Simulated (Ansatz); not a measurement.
Mulliken charges of Al2BFH4O (`F[B]([AlH2])[O][AlH2]`) from PBE/def2-TZVPP in Ansatz (PBE0-D4/def2-TZVP geometry).

```
atom   x (Å)   y (Å)   z (Å)  charge (e)
  F1  -1.472  -0.877   1.193      -0.213
  B2  -0.360  -0.317   0.676       0.322
 Al3   1.339   0.039   1.951       0.155
  O4  -0.382  -0.011  -0.624      -0.201
 Al5  -0.893   0.185  -2.229       0.376
  H6   1.527   1.426   2.711      -0.115
  H7   2.476  -1.060   2.141      -0.115
  H8  -1.579   1.554  -2.602      -0.105
  H9  -0.566  -0.984  -3.234      -0.105
```

Task: By hand: the dipole of these point charges (1 e Å = 4.8032 D).

Result: Σ q r = (-0.089, 0.061, -0.392) e Å, of length 0.407 e Å = 1.95 D.

Task: How does the dipole of the full density compare? (Best estimate.)

Result: Computed: (-0.026, 0.070, -0.330) e Å, 1.63 D; the point charges give 1.20 times that, at 9° from its direction.

Point charges leave out the atoms' own dipoles, such as those of lone pairs, and Mulliken's split depends on the basis, so the two needn't agree.
